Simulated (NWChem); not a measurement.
System: CHCl3OSi; SMILES [Si](Cl)(Cl)(Cl)C=O

NWChem input:

```
start job
memory heap 200 mb stack 900 mb global 1100 mb
geometry units angstroms noautosym nocenter noautoz
  O     -1.557268     2.170605     0.707055
  C     -1.477245     1.247675    -0.073432
  Si    -0.048910    -0.065037     0.001854
  Cl     1.227654     0.366081     1.551765
  Cl     0.954373    -0.021095    -1.805396
  Cl    -0.907265    -1.928378     0.258431
  H     -2.239802     1.094459    -0.902640
end
basis spherical
  * library 6-31g*
end
dft
  xc m06-2x
  iterations 150
end
cosmo
  do_cosmo_smd true
  solvent propnol2
end
task dft energy
```

Geometry: optimised at PBE-D3(BJ)/def2-SVP. Solvent: 2-propanol.

Level: M06-2X/6-31G* with SMD (1 M gas to 1 M solution), gas-phase geometry. Reactions with the solvent are ignored.

### Question
Predict the main results of this run. (M06-2X/6-31G* (spherical d), SMD on the gas-phase geometry.) Quantities: solvation free energy (kcal/mol); cavity-dispersion-structure term (kcal/mol); dipole in solution (D).

### Answer
```json
{
  "solvation free energy (kcal/mol)": "-5.4",
  "cavity-dispersion-structure term (kcal/mol)": "-0.9",
  "dipole in solution (D)": "2.17"
}
```
